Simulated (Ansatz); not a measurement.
Molecule: CH$_{4}$FSi, charge 0, multiplicity 2. It need not be the lowest isomer of its formula. 
Geometry from a B3LYP-D3(BJ)/def2-TZVP (Ansatz, a program for electronic structure) optimisation:
```xyz
7

Si     0.3470     0.3981     0.1816
C     -1.5124     0.1856     0.1910
F      0.9978    -0.8257    -0.6500
H      0.9121     0.3228     1.5600
H     -1.7727    -0.7925     0.6061
H     -1.9732     0.9581     0.8101
H     -1.9294     0.2559    -0.8142
```
Charge 0, spin multiplicity 2.

Basis-set convergence of Hartree-Fock and CCSD(T) correlation energies (hartree) with Ansatz. Cores are frozen in the correlated levels unless marked. UHF or UKS for open shells. Spin-orbit coupling is left out. Non-relativistic.

```
basis        functions       E(HF)  E(corr, CCSD(T))
-----------  ---------  ----------  ----------------
cc-pV(D+d)Z         71  -428.60054          -0.45629
cc-pV(T+d)Z        155  -428.66916          -0.57807
cc-pV(Q+d)Z        294  -428.68551          -0.61901
```

Extrapolating the two largest sets (X = 3 and 4) as X^-3: E(corr) = (64·(-0.61901) - 27·(-0.57807))/37 = -0.6489 Eh, an estimate of the basis-set limit. The largest set recovers 95.4 % of it, the smallest 70.3 %.
